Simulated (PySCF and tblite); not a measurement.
Values are calculated unless marked as measured or tabulated.
C7H9N, numbered as in [CH2:1]=[CH:2][CH2:3][C:4](=[CH2:5])[CH2:6][C:7]#[N:8].

The ensemble was built from 150 distance-geometry starts (ETKDG, MMFF94s, GFN2-xTB) and rests on GFN2-xTB geometries. Free energies are PBE0-D3(BJ)/pcSseg-1 single points with GFN2-xTB rigid-rotor and vibrational terms (modes under about 100 cm⁻¹ blended into free rotors). Symmetry numbers and mirror images are counted. Conformers within 3 kcal/mol (GFN2-xTB free energy) were kept, 9 at most. Of two unlike H on one atom, a is the less shielded (PBE0/pcSseg-1). (PySCF 2.14, tblite 0.8.)

An NOE distance is ⟨r⁻⁶⟩^(−1/6) over all pairs of like atoms and, for the average, over conformers.

Torsions listed: C1–C2–C3–C4, C2–C3–C4–C6, C3–C4–C6–C7. Of a mirror pair one member is shown.

| conformer | shape | weight % |
| --- | --- | --- |
| 1 | 118°, -70°, 165° | 35.5 |
| 2 | -113°, 66°, 67° | 30.4 |
| 3 | 14°, 72°, -149° | 10.6 |
| 4 | 16°, 75°, 70° | 7.8 |

Not shown: 5 more, 15.8 % in all.

**Question.** Which H–H contacts under 3.5 Å would NOEs report (pairs on one atom left out) at 298.15 K?

**Answer.** 
```json
{"pair": "H1b ··· H2", "in 1 (Å)": "2.44", "in 2 (Å)": "2.44", "in 3 (Å)": "2.43", "in 4 (Å)": "2.43", "average (Å)": "2.44"}
{"pair": "H2 ··· H3", "in 1 (Å)": "2.71", "in 2 (Å)": "2.69", "in 3 (Å)": "2.49", "in 4 (Å)": "2.49", "average (Å)": "2.65"}
{"pair": "H3 ··· H5b", "in 1 (Å)": "2.64", "in 2 (Å)": "2.65", "in 3 (Å)": "2.66", "in 4 (Å)": "2.68", "average (Å)": "2.69"}
{"pair": "H1a ··· H3", "in 1 (Å)": "2.67", "in 2 (Å)": "2.67", "in 3 (Å)": "3.51", "in 4 (Å)": "3.50", "average (Å)": "2.74"}
{"pair": "H5a ··· H6", "in 1 (Å)": "3.47", "in 2 (Å)": "2.64", "in 3 (Å)": "3.35", "in 4 (Å)": "2.66", "average (Å)": "2.85"}
{"pair": "H1a ··· H2", "in 1 (Å)": "3.06", "in 2 (Å)": "3.06", "in 3 (Å)": "3.06", "in 4 (Å)": "3.06", "average (Å)": "3.06"}
{"pair": "H3 ··· H6", "in 1 (Å)": "3.00", "in 2 (Å)": "3.47", "in 3 (Å)": "3.00", "in 4 (Å)": "3.36", "average (Å)": "3.13"}
{"pair": "H2 ··· H5b", "in 1 (Å)": "3.55", "in 2 (Å)": "3.64", "in 3 (Å)": "4.56", "in 4 (Å)": "4.55", "average (Å)": "3.33"}
{"pair": "H1a ··· H6", "in 1 (Å)": "3.39", "in 2 (Å)": "3.49", "in 3 (Å)": "3.02", "in 4 (Å)": "2.89", "average (Å)": "3.37"}
```

Longer pairs under the limit may be missing.

**Question.** In a model where alignment follows shape alone (order matrix 0.001 × (3G/tr G − 1)/2, G the second moments of the atom positions; splitting J + 2D), what are the one-bond C–H dipolar couplings D?

**Answer.** H1b -1.8 Hz (0.8 in conformer 1), H1a 3.9 Hz (6.9 in conformer 1), H2 3.8 Hz (6.9 in conformer 1), H3 3.5 Hz (4.1 in conformer 1), H5b 0.1 Hz (1.8 in conformer 1), H5a -5.5 Hz (-8.7 in conformer 1), H6 0.1 Hz (1.8 in conformer 1).

The cap on conformers cut off some of the population, so the set may be incomplete.
